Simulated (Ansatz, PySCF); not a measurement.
Gas-phase reaction in SMILES: N[SiH2]N[SiH3] -> N[SiH]N[SiH3] + H atom (the H-Si bond at the site shown breaks; other sites are not compared here)
Geometries: B3LYP-D3(BJ)/def2-TZVP minima from Ansatz (a first-principles code), one conformer each, not searched for the lowest. Frequencies are from Ansatz or PySCF.

Wanted: bond dissociation energy (enthalpy at 298 K, with B3LYP-D3(BJ) rigid-rotor harmonic-oscillator terms), in kcal/mol. Cores are frozen in the correlated levels unless marked. Open shells are spin-unrestricted. No spin-orbit coupling. No relativistic terms. CBS marks a two-point X^-3 extrapolation of the correlation energy; Hartree-Fock from the larger set. The bracket is a focal-point correction in the basis named.

| level | program | bond dissociation energy (kcal/mol) | minus last row |
|---|---|---|---|
| HF/6-31G* | Ansatz | 75.2 | -19.3 |
| PBE/def2-TZVPD | Ansatz | 86.4 | -8.1 |
| B3LYP-D4/def2-TZVPD | Ansatz + dftd4 | 91.3 | -3.2 |
| PBE0/def2-SVP | Ansatz | 88.1 | -6.4 |
| BHLYP/def2-TZVPD | Ansatz | 92.7 | -1.8 |
| r2SCAN0-D4/def2-TZVPD | Ansatz + dftd4 | 89.5 | -5.0 |
| r2SCAN0/def2-TZVPD | Ansatz | 89.4 | -5.1 |
| HSE06-D3(BJ)/def2-TZVPD | Ansatz + dftd3 | 88.4 | -6.1 |
| B2GP-PLYP-D3(BJ)/def2-TZVPD | Ansatz + dftd3 | 91.5 | -3.0 |
| B2GP-PLYP-D4/def2-TZVPD | Ansatz + dftd4 | 91.6 | -2.9 |
| B2PLYP/def2-TZVPD | Ansatz | 91.3 | -3.2 |
| RPA@PBE/cc-pV(Q+d)Z | Ansatz | 92.1 | -2.4 |
| MP2/6-31G | Ansatz | 73.1 | -21.4 |
| MP2/6-31G* | Ansatz | 82.7 | -11.8 |
| RI-MP2/cc-pV(Q+d)Z | Ansatz | 91.9 | -2.6 |
| SCS-MP2/aug-cc-pV(T+d)Z | Ansatz | 94.0 | -0.5 |
| SCS-MP2/cc-pV(T+d)Z | Ansatz | 94.0 | -0.5 |
| CCSD/cc-pV(Q+d)Z | Ansatz | 94.1 | -0.4 |
| CCSD(T)/aug-cc-pV(T+d)Z | Ansatz | 93.0 | -1.5 |
| RI-MP2/CBS(cc-pV(T+d)Z,cc-pV(Q+d)Z)+[CCSD(T)-MP2]/cc-pV(T+d)Z | Ansatz | 95.0 | 0.5 |
| CCSD(T)/CBS(cc-pV(T+d)Z,cc-pV(Q+d)Z) | Ansatz | 94.5 | 0.0 |
